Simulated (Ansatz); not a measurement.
Ansatz (a first-principles code) input for H3O3P, SMILES OP(O)O, B3LYP-D3(BJ)/def2-SVP. 

Ansatz 0.2 input:
```yaml
crystal:
  periodic: [false, false, false]
  atoms:
    - {symbol: P, position_ang: [-0.00000000, -0.00000000, -0.49632979]}
    - {symbol: O, position_ang: [0.69728548, -1.23679017, 0.30836049]}
    - {symbol: O, position_ang: [0.72244896, 1.22226203, 0.30836049]}
    - {symbol: O, position_ang: [-1.41973444, 0.01452814, 0.30836049]}
    - {symbol: H, position_ang: [1.58071183, -1.45110097, 0.01476505]}
    - {symbol: H, position_ang: [0.46633439, 2.09448709, 0.01476504]}
    - {symbol: H, position_ang: [-2.04704622, -0.64338612, 0.01476504]}
basis:
  gaussian:
    orbitals: def2-SVP
hamiltonian:
  xc: b3lyp
  dispersion: d3bj
relax: {f_tol: 0.002, max_steps: 200}
```

Log of the run:

```
WARN ansatz: RAYON_NUM_THREADS=1 ignored (pool sized by the plan → 1); use --threads N
Functional definition: B3LYP
integrals: 0.02 GiB planned
764 factors; integrals over basis functions are off by at most 1.8e-4 eV
mean field: 0.24 GiB planned
mean field evaluation 1: about -15462.4169 eV, gradient 7.8e1 eV
mean field evaluation 2: about -15444.2844 eV, gradient 1.3e2 eV
mean field evaluation 4: about -15472.5595 eV, gradient 1.9e0 eV
mean field evaluation 8: about -15472.5649 eV, gradient 3.3e-2 eV
mean field -15472.56492499 eV, -568.6062733123 hartree, gradient 5.6e-5 eV, S^2 0.000000; 0 other end points of the search recorded, 0 dependent functions left out
the calculation of the forces begins
reference -15472.56510444 eV, -568.6062799067 hartree; 21, 21 occupied and 54, 54 virtual orbitals, 764 factors
relax step   1: F+E_penalty+E_count = -15472.76280667 eV  Δ(F+E_penalty+E_count) = +0.000e0 eV  max|allowed force component| = 1.077e0 eV/Å  Δτ_max = 0.0000 Å  (23 SCF iters, accepted)
these checks for a lower state are left out or cut short: starts, cluster_reference, orbital_swaps, neighbouring_geometries, increment
integrals: 0.02 GiB planned
764 factors; integrals over basis functions are off by at most 1.9e-4 eV
mean field: 0.24 GiB planned
mean field evaluation 16: about -15472.6004 eV, gradient 1.4e-2 eV
mean field -15472.59774228 eV, -568.6074793254 hartree, gradient 2.8e-5 eV, S^2 0.000000; 0 other end points of the search recorded, 0 dependent functions left out
the calculation of the forces begins
reference -15472.59792259 eV, -568.6074859517 hartree; 21, 21 occupied and 54, 54 virtual orbitals, 764 factors
relax step   2: F+E_penalty+E_count = -15472.79498690 eV  Δ(F+E_penalty+E_count) = -3.218e-2 eV  max|allowed force component| = 7.086e-1 eV/Å  Δτ_max = 0.0225 Å  (24 SCF iters, accepted)
these checks for a lower state are left out or cut short: starts, cluster_reference, orbital_swaps, neighbouring_geometries, increment
integrals: 0.02 GiB planned
764 factors; integrals over basis functions are off by at most 2.0e-4 eV
mean field: 0.24 GiB planned
mean field -15472.62012022 eV, -568.6083016994 hartree, gradient 6.7e-5 eV, S^2 0.000000; 0 other end points of the search recorded, 0 dependent functions left out
the calculation of the forces begins
reference -15472.62030104 eV, -568.6083083446 hartree; 21, 21 occupied and 54, 54 virtual orbitals, 764 factors
relax step   3: F+E_penalty+E_count = -15472.81644171 eV  Δ(F+E_penalty+E_count) = -2.145e-2 eV  max|allowed force component| = 3.663e-1 eV/Å  Δτ_max = 0.0453 Å  (24 SCF iters, accepted)
these checks for a lower state are left out or cut short: starts, cluster_reference, orbital_swaps, neighbouring_geometries, increment
integrals: 0.02 GiB planned
764 factors; integrals over basis functions are off by at most 2.0e-4 eV
mean field: 0.24 GiB planned
mean field -15472.62723268 eV, -568.6085630775 hartree, gradient 2.4e-5 eV, S^2 0.000000; 0 other end points of the search recorded, 0 dependent functions left out
the calculation of the forces begins
reference -15472.62741196 eV, -568.6085696660 hartree; 21, 21 occupied and 54, 54 virtual orbitals, 764 factors
relax step   4: F+E_penalty+E_count = -15472.82371501 eV  Δ(F+E_penalty+E_count) = -7.273e-3 eV  max|allowed force component| = 2.713e-1 eV/Å  Δτ_max = 0.0253 Å  (23 SCF iters, accepted)
these checks for a lower state are left out or cut short: starts, cluster_reference, orbital_swaps, neighbouring_geometries, increment
integrals: 0.02 GiB planned
764 factors; integrals over basis functions are off by at most 2.0e-4 eV
mean field: 0.24 GiB planned
mean field evaluation 32: about -15472.6312 eV, gradient 2.7e-2 eV
mean field -15472.63118194 eV, -568.6087082103 hartree, gradient 2.1e-5 eV, S^2 0.000000; 0 other end points of the search recorded, 0 dependent functions left out
the calculation of the forces begins
reference -15472.63136052 eV, -568.6087147730 hartree; 21, 21 occupied and 54, 54 virtual orbitals, 764 factors
relax step   5: F+E_penalty+E_count = -15472.82794046 eV  Δ(F+E_penalty+E_count) = -4.225e-3 eV  max|allowed force component| = 8.587e-2 eV/Å  Δτ_max = 0.0201 Å  (23 SCF iters, accepted)
these checks for a lower state are left out or cut short: starts, cluster_reference, orbital_swaps, neighbouring_geometries, increment
integrals: 0.02 GiB planned
764 factors; integrals over basis functions are off by at most 2.1e-4 eV
mean field: 0.24 GiB planned
mean field -15472.63344660 eV, -568.6087914348 hartree, gradient 2.5e-5 eV, S^2 0.000000; 0 other end points of the search recorded, 0 dependent functions left out
the calculation of the forces begins
reference -15472.63362462 eV, -568.6087979769 hartree; 21, 21 occupied and 54, 54 virtual orbitals, 764 factors
relax step   6: F+E_penalty+E_count = -15472.82977947 eV  Δ(F+E_penalty+E_count) = -1.839e-3 eV  max|allowed force component| = 2.648e-2 eV/Å  Δτ_max = 0.0248 Å  (23 SCF iters, accepted)
these checks for a lower state are left out or cut short: starts, cluster_reference, orbital_swaps, neighbouring_geometries, increment
integrals: 0.02 GiB planned
764 factors; integrals over basis functions are off by at most 2.1e-4 eV
mean field: 0.24 GiB planned
mean field -15472.63344398 eV, -568.6087913386 hartree, gradient 2.5e-5 eV, S^2 0.000000; 0 other end points of the search recorded, 0 dependent functions left out
the calculation of the forces begins
reference -15472.63362204 eV, -568.6087978822 hartree; 21, 21 occupied and 54, 54 virtual orbitals, 764 factors
relax step   7: F+E_penalty+E_count = -15472.82979866 eV  Δ(F+E_penalty+E_count) = -1.919e-5 eV  max|allowed force component| = 2.250e-3 eV/Å  Δτ_max = 0.0005 Å  (17 SCF iters, accepted)
these checks for a lower state are left out or cut short: starts, cluster_reference, orbital_swaps, neighbouring_geometries, increment
integrals: 0.02 GiB planned
764 factors; integrals over basis functions are off by at most 2.1e-4 eV
mean field: 0.24 GiB planned
mean field -15472.63344356 eV, -568.6087913232 hartree, gradient 5.4e-6 eV, S^2 0.000000; 0 other end points of the search recorded, 0 dependent functions left out
the calculation of the forces begins
reference -15472.63362162 eV, -568.6087978670 hartree; 21, 21 occupied and 54, 54 virtual orbitals, 764 factors
relax step   8: F+E_penalty+E_count = -15472.82979883 eV  Δ(F+E_penalty+E_count) = -1.747e-7 eV  max|allowed force component| = 8.262e-5 eV/Å  Δτ_max = 0.0001 Å  (17 SCF iters, accepted)
integrals: 0.02 GiB planned
764 factors; integrals over basis functions are off by at most 2.1e-4 eV
mean field: 0.24 GiB planned
mean field -15472.63344356 eV, -568.6087913232 hartree, gradient 5.4e-6 eV, S^2 0.000000; 1 other end points of the search recorded, 0 dependent functions left out
the calculation of the forces begins
reference -15472.63362162 eV, -568.6087978670 hartree; 21, 21 occupied and 54, 54 virtual orbitals, 764 factors
Total energy: -15472.82997690 eV, -568.6160137901 hartree
Atom 0 at    -0.000004     0.000014    -0.425318 Å, force    -0.000008     0.000005     0.000083 eV/Å
Atom 1 at     0.767589    -1.215363     0.389777 Å, force     0.000003     0.000063    -0.000060 eV/Å
Atom 2 at     0.668727     1.272455     0.389791 Å, force    -0.000052    -0.000019    -0.000064 eV/Å
Atom 3 at    -1.436359    -0.057057     0.389759 Å, force     0.000074    -0.000046    -0.000071 eV/Å
Atom 4 at     1.559480    -1.496327    -0.090330 Å, force    -0.000057     0.000009     0.000037 eV/Å
Atom 5 at     0.516151     2.098737    -0.090327 Å, force     0.000026    -0.000030     0.000038 eV/Å
Atom 6 at    -2.075585    -0.602459    -0.090306 Å, force     0.000014     0.000018     0.000037 eV/Å
Dipole moment:     0.000032    -0.000023    -0.572512 e Å
```

Self-consistency was reached.
